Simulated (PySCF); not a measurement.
PBE0 on B⁻ (boron, charge -1), [He] 2s2 2p2, high-spin 3P determinant. All numbers are calculated (PySCF 2.14, no relativity, point nucleus, in def2-TZVPPD).

```
cycle= 1 E= -24.6262719832233  delta_E= -0.00247  |g|= 0.0104  |ddm|= 0.0852
cycle= 2 E= -24.6263722677111  delta_E= -0.0001  |g|= 0.00611  |ddm|= 0.0307
cycle= 3 E= -24.6264117079204  delta_E= -3.94e-05  |g|= 0.00134  |ddm|= 0.0129
cycle= 4 E= -24.6264139179752  delta_E= -2.21e-06  |g|= 8.97e-05  |ddm|= 0.00258
cycle= 5 E= -24.6264139287808  delta_E= -1.08e-08  |g|= 1.06e-05  |ddm|= 0.00021
cycle= 6 E= -24.6264139290526  delta_E= -2.72e-10  |g|= 1.86e-06  |ddm|= 4.34e-05
converged SCF energy = -24.6264139290526  <S^2> = 2.0048261  2S+1 = 3.0032156
```

Highest occupied orbital energy: 1.952 eV; ⟨L²⟩ = 2.01; populations by l: s 4.00, p 2.00, d 0.00, f 0.00.

Question: Can this result be used?

Answer: With care. Self-consistency was reached. At PBE0 the highest occupied level has a positive energy, so only the finite basis holds that electron; in a semilocal or global hybrid functional this comes from self-interaction and does not mean that the real anion is unbound.
